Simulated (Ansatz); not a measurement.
A structure relaxed at PBE-D4/def2-SVP in Ansatz, charge 1, doublet:

Cartesian coordinates in Å:
```
Sn 2.600 -2.071 0.964
Sn -2.669 0.141 -1.470
Sn 1.507 0.732 0.863
Sn -0.139 -1.593 -0.506
Sn -1.392 0.452 1.648
Cl 0.442 -2.045 2.415
Cl -1.919 2.279 -0.284
Cl 2.015 2.286 -0.870
Cl -0.444 -0.180 -2.760
```

**Question.** Give its formula.

**Answer.** the cluster Sn₅Cl₄⁺.

**Question.** Summarise the bond lengths by kind (pairs closer than 1.2 times the sum of covalent radii, bridged metal pairs left out).

**Answer.** 6 × Cl–Sn 2.38 to 2.71 Å; 5 × Sn–Sn 3.01 to 3.22 Å.

In the def2 sets Sn takes a core potential; there is no spin–orbit coupling. Another isomer (doublet) lies 0.54 eV lower at PBE0-D4/def2-SVP; other spin states weren't run for this one.
